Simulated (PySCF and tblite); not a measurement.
The numbers below are computed, except where a source is named.
C₉H₁₂O₂S, numbered as in [CH3:1][CH:2]([CH3:3])[S:4](=[O:5])(=[O:6])[c:7]1[cH:8][cH:9][cH:10][cH:11][cH:12]1.

Search: ETKDG and KDG, MMFF94s, GFN2-xTB, 90 starts; geometries at GFN2-xTB. Free energies are PBE0-D3(BJ)/def2-SVP single points with GFN2-xTB rigid-rotor and vibrational terms (modes under about 100 cm⁻¹ blended into free rotors). Symmetry numbers and mirror images are counted. Conformers within 3 kcal/mol (GFN2-xTB free energy) were kept, 10 at most. (PySCF 2.14, tblite 0.8.)

Rotational constants are equilibrium values for the commonest isotopes; dipoles come from the energy level named.

Torsions listed: C1–C2–S4–O5, O5–S4–C7–C8. Of a mirror pair one member is shown.

```json
{"conformer": "1", "shape": "176°, 143°", "symmetry": "C1 (pair)", "weight %": "87.3"}
{"conformer": "2", "shape": "53°, 154°", "symmetry": "Cs", "weight %": "12.7"}
```

Sets of constants, in random order:

| set | A (MHz) | B (MHz) | C (MHz) | abs μa (D) | abs μb (D) | abs μc (D) |
| --- | --- | --- | --- | --- | --- | --- |
| P | 1643 | 565 | 545 | 2.41 | 2.64 | 3.32 |
| Q | 1362 | 625 | 616 | 2.51 | 0.01 | 4.41 |

**Question.** Match each set to its conformer.

**Answer.** P is conformer 1, Q is conformer 2.


Conformer gaps in def2-SVP on xTB geometries can be 2 kcal/mol too large for S=O, P=O and other polar bonds.